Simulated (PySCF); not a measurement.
ClO, doublet, at a GFN2-xTB geometry. Base run: MP2/def2-TZVP (PySCF).

Here is a job for PySCF.
```python
from pyscf import gto, scf, mp

mol = gto.M(
    atom='''
Cl   -0.000000   -0.000000   -0.492816
O     0.000000    0.000000    1.047235
''',
    basis='def2-tzvp',
    charge=0,
    spin=1,
    verbose=4,
)

mf = scf.UHF(mol)
mf.kernel()

pt = mp.MP2(mf)
pt.kernel()
print('E(MP2) = %.10f' % pt.e_tot)
```

Variants of this job, named by their change:

```
change                                ΔE vs base (mEh)  MP2 correlation (Eh)  basis functions  core-seconds (rough)
------------------------------------  ----------------  --------------------  ---------------  --------------------
base                                             0.000              -0.50013               68                     1
cart = on                                       -9.977              -0.50909               78                     1
density fitting = JK and correlation             0.431              -0.49979               68                   0.5
method = ccsd(t)                                     …              -0.50013               68                    40
frozen = 7                                       193.7              -0.30640               68                   0.7
method = cisd                                   20.009                     -               68                     8
frozen = 5                                       107.8              -0.39231               68                   1.0
frozen = 6                                           …                     …               68                   0.7
method = ccsd                                  -29.003              -0.50013               68                    20
```

Q: Some entries are withheld; supply them.

A: 
- method = ccsd(t), ΔE vs base (mEh): -47.224
- frozen = 6, ΔE vs base (mEh): 118.7
- frozen = 6, MP2 correlation (Eh): -0.38142

Open shells are given as the SCF converged; they aren't shown to be the lowest states, and a large step between rows can be another state.
